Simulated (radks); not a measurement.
Ho17+, 50 electrons, occupied as [Kr] 4d10 5s2 5p2 (not the ground configuration).

Calculated with a radial shooting solver on a logarithmic mesh with Libxc functionals: Dirac Kohn-Sham, LDA (Slater exchange, Perdew-Wang correlation), spin-unpolarised, spherical densities, finite nucleus; open shells fill j = l - 1/2 first; Fermi nuclear charge, rms radius 5.2022 fm.

Energy parts (Ry):
| part | energy |
|---|---|
| total | -25026.7447 |
| kinetic | 27559.3405 |
| electron-nucleus | -60132.9183 |
| Hartree | 8036.9097 |
| exchange-correlation | -490.0767 |

Orbitals (lengths in bohr, moments of r in powers of bohr; <r^-3> diverges for s and p1/2; r(max) is where P^2 peaks):
| orbital | occ. | eigenvalue (Ry) | r(max) | <r^-3> | <r^2> |
|---|---|---|---|---|---|
| 1s1/2 | 2 | -4103.190 | 0.01313 | - | 0.0005891 |
| 2s1/2 | 2 | -714.5040 | 0.07488 | - | 0.009131 |
| 2p1/2 | 2 | -681.8637 | 0.05627 | - | 0.006594 |
| 2p3/2 | 4 | -619.0288 | 0.06240 | 11560 | 0.007819 |
| 3s1/2 | 2 | -186.7659 | 0.2118 | - | 0.06030 |
| 3p1/2 | 2 | -172.4737 | 0.1992 | - | 0.05586 |
| 3p3/2 | 4 | -159.3304 | 0.2120 | 2509 | 0.06267 |
| 3d3/2 | 4 | -134.7075 | 0.1677 | 424.7 | 0.04953 |
| 3d5/2 | 6 | -131.8431 | 0.1712 | 373.0 | 0.05141 |
| 4s1/2 | 2 | -62.28249 | 0.4757 | - | 0.2813 |
| 4p1/2 | 2 | -56.49931 | 0.4761 | - | 0.2884 |
| 4p3/2 | 4 | -53.15876 | 0.5008 | 644.0 | 0.3178 |
| 4d3/2 | 4 | -43.53682 | 0.4961 | 99.75 | 0.3321 |
| 4d5/2 | 6 | -42.87615 | 0.5035 | 86.86 | 0.3415 |
| 4f5/2 | 0 | -31.16844 | 0.4490 | 18.32 | 0.3472 |
| 4f7/2 | 0 | -31.02758 | 0.4518 | 17.81 | 0.3511 |
| 5s1/2 | 2 | -28.12821 | 0.9571 | - | 1.058 |
| 5p1/2 | 2 | -25.83036 | 0.9882 | - | 1.136 |
| 5p3/2 | 0 | -24.82638 | 1.030 | 196.3 | 1.224 |
| 6s1/2 | 0 | -16.05967 | 1.680 | - | 2.960 |

The highest occupied level is 5p1/2 at -351.44 eV. The configuration is held as typed, so some empty levels lie below it. The density falls to 0.001 e/bohr^3 at r = 2.03 bohr.
